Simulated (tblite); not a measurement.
Record of a relaxation.

Species: C6H7BrClF.
SMILES with atom numbers: `[CH3:1]/[CH:2]=[CH:3]/[C:4]([Br:5])=[CH:6]/[C@@H:7]([F:8])[Cl:9]` (hydrogens: H10, H11, H12 on C1; H13 on C2; H14 on C3; H15 on C6; H16 on C7)

Computed with GFN2-xTB (tblite), gas phase: L-BFGS steps from a force-field or distance-geometry start until the largest atomic force falls under 0.01 eV/Å. 4 of its 133 geometries are shown.

Step 0: E = -808.7317 eV, largest atomic force 2.448 eV/Å
```
atom  x, y, z in Å  |  force x, y, z in eV/Å
C1      3.112   -0.125   -0.275    0.535   0.087  -0.449
C2      1.716   -0.481    0.111    2.274  -0.717   0.553
C3      0.714    0.259   -0.260   -1.631  -0.112   0.217
C4     -0.636   -0.138    0.148    1.448   0.273  -0.317
Br5    -0.885   -1.723    1.240    0.325   0.394  -0.293
C6     -1.672    0.582   -0.216   -1.676  -0.261   0.039
C7     -3.015    0.109    0.250   -0.264   0.804   0.592
F8     -3.194    0.567    1.568   -0.038  -0.504  -0.686
Cl9    -4.317    0.823   -0.704   -0.138  -0.097  -0.126
H10     3.555   -1.012   -0.764    0.134   0.427   0.480
H11     3.134    0.695   -1.032   -0.096  -0.532   0.689
H12     3.711    0.200    0.607   -0.374  -0.465  -0.677
H13     1.580   -1.369    0.735    0.246   0.382  -0.300
H14     0.903    1.137   -0.870   -0.580  -0.120   0.152
H15    -1.620    1.480   -0.808    0.088  -0.071   0.080
H16    -3.095   -0.996    0.258   -0.253   0.512   0.045
```

Step 44: E = -809.1523 eV, largest atomic force 0.092 eV/Å
```
atom  x, y, z in Å  |  force x, y, z in eV/Å
C1      3.169   -0.059   -0.334   -0.019  -0.002   0.009
C2      1.834   -0.525    0.123    0.021  -0.019  -0.023
C3      0.699    0.085   -0.216    0.037  -0.004  -0.023
C4     -0.643   -0.276    0.180    0.065   0.047   0.002
Br5    -0.872   -1.915    1.125    0.041  -0.012  -0.031
C6     -1.699    0.502   -0.081   -0.013   0.024  -0.002
C7     -3.106    0.215    0.297   -0.083  -0.006  -0.040
F8     -3.450    0.859    1.450   -0.014   0.045   0.029
Cl9    -4.200    0.807   -0.994   -0.009  -0.035  -0.003
H10     3.679   -0.853   -0.878   -0.019   0.008   0.010
H11     3.074    0.813   -0.976    0.051  -0.009  -0.014
H12     3.791    0.198    0.523   -0.014  -0.020   0.011
H13     1.835   -1.403    0.757   -0.056   0.030  -0.013
H14     0.746    0.962   -0.852   -0.035  -0.013   0.048
H15    -1.544    1.446   -0.582    0.041   0.009  -0.002
H16    -3.319   -0.848    0.446    0.005  -0.044   0.041
```

Step 88: E = -809.2283 eV, largest atomic force 0.092 eV/Å
```
atom  x, y, z in Å  |  force x, y, z in eV/Å
C1      3.172   -0.108   -0.336    0.053  -0.001   0.001
C2      1.795   -0.571   -0.035   -0.003   0.022  -0.047
C3      0.705    0.178   -0.199   -0.019  -0.001   0.037
C4     -0.645   -0.202    0.138   -0.060  -0.061  -0.033
Br5    -0.931   -2.010    0.692    0.013   0.043  -0.001
C6     -1.689    0.633    0.081    0.005  -0.007   0.050
C7     -3.090    0.281    0.405   -0.002   0.004   0.016
F8     -3.772    1.359    0.868    0.024   0.020  -0.022
Cl9    -3.928   -0.284   -1.097   -0.014  -0.010  -0.010
H10     3.689   -0.832   -0.962   -0.005  -0.028  -0.035
H11     3.179    0.861   -0.828   -0.034  -0.003   0.015
H12     3.733   -0.034    0.596    0.036   0.011   0.016
H13     1.720   -1.579    0.354   -0.024   0.052   0.010
H14     0.788    1.182   -0.596    0.032  -0.013   0.033
H15    -1.540    1.653   -0.240    0.013   0.001  -0.024
H16    -3.193   -0.518    1.148   -0.015  -0.029  -0.005
```

Step 132: E = -809.2356 eV, largest atomic force 0.007 eV/Å
```
atom  x, y, z in Å  |  force x, y, z in eV/Å
C1      3.169   -0.117   -0.369    0.002   0.001   0.001
C2      1.798   -0.564   -0.020    0.000   0.000   0.003
C3      0.713    0.207   -0.106    0.001  -0.001  -0.001
C4     -0.639   -0.184    0.214   -0.002   0.000   0.000
Br5    -0.912   -1.967    0.834   -0.001   0.002  -0.001
C6     -1.690    0.634    0.095   -0.002  -0.002  -0.003
C7     -3.099    0.275    0.368   -0.003   0.002   0.004
F8     -3.816    1.369    0.729   -0.001  -0.001  -0.004
Cl9    -3.853   -0.390   -1.141   -0.001   0.003   0.005
H10     3.580   -0.759   -1.148    0.000  -0.003  -0.003
H11     3.178    0.913   -0.716    0.001   0.006   0.004
H12     3.820   -0.208    0.500    0.002   0.002   0.003
H13     1.714   -1.586    0.323    0.000  -0.004  -0.003
H14     0.804    1.229   -0.449    0.002   0.000  -0.004
H15    -1.542    1.640   -0.272    0.001  -0.002  -0.001
H16    -3.233   -0.484    1.146    0.000  -0.002   0.000
```

Task: Summarise the path.

Result: The energy falls by 11.62 kcal/mol from step 0 to step 132; nine tenths of that is first reached at step 55. It falls at every step. The largest force goes from 2.448 to 0.007 eV/Å. Among the bonds C7–F8 changes most, from 1.406 to 1.356 Å; the atoms move by 0.632 Å rms after alignment.

Task: Follow the three bonds and two angles with the largest change from start to end.

Result: 
```
step  E above end (kcal/mol)  largest force (eV/Å)  C7–F8 (Å)  C7–Cl9 (Å)  C4–Br5 (Å)  C4–C6–C7 (°)  C4–C3–H14 (°)
   0                   11.62                 2.448      1.406       1.765       1.941         116.6          122.4
   6                    4.20                 0.337      1.375       1.775       1.899         120.9          114.6
  11                    3.13                 0.178      1.366       1.778       1.923         121.6          113.6
  17                    2.72                 0.102      1.367       1.785       1.909         123.4          114.7
  23                    2.47                 0.086      1.369       1.784       1.908         124.7          114.5
  29                    2.32                 0.082      1.368       1.785       1.912         125.7          113.6
  34                    2.14                 0.107      1.366       1.789       1.905         125.3          114.0
  40                    1.99                 0.060      1.368       1.789       1.906         125.6          113.4
  46                    1.87                 0.088      1.365       1.789       1.910         126.4          113.6
  52                    1.50                 0.131      1.367       1.802       1.904         126.2          113.9
  57                    1.00                 0.241      1.364       1.795       1.912         127.5          114.8
  63                    0.62                 0.114      1.360       1.815       1.911         126.8          114.0
  69                    0.43                 0.085      1.359       1.808       1.907         126.1          113.3
  75                    0.32                 0.037      1.357       1.811       1.907         125.9          114.3
  80                    0.29                 0.040      1.356       1.812       1.909         125.6          114.2
  86                    0.22                 0.074      1.358       1.810       1.910         125.6          114.2
  92                    0.11                 0.033      1.357       1.811       1.908         125.6          113.9
  98                    0.09                 0.020      1.357       1.812       1.907         125.9          113.8
 103                    0.07                 0.026      1.358       1.812       1.907         126.2          113.9
 109                    0.05                 0.038      1.355       1.813       1.906         125.9          113.8
 115                    0.03                 0.022      1.356       1.813       1.907         125.7          113.9
 121                    0.02                 0.018      1.356       1.812       1.908         125.7          113.9
 126                    0.01                 0.017      1.356       1.813       1.907         125.6          113.9
 132                    0.00                 0.007      1.356       1.813       1.908         125.7          113.9
```

The cost below is that of the whole relaxation. Time: 3.7 s. Hardware: one thread, Intel Xeon at 2.50 GHz (x86_64), on a shared host.
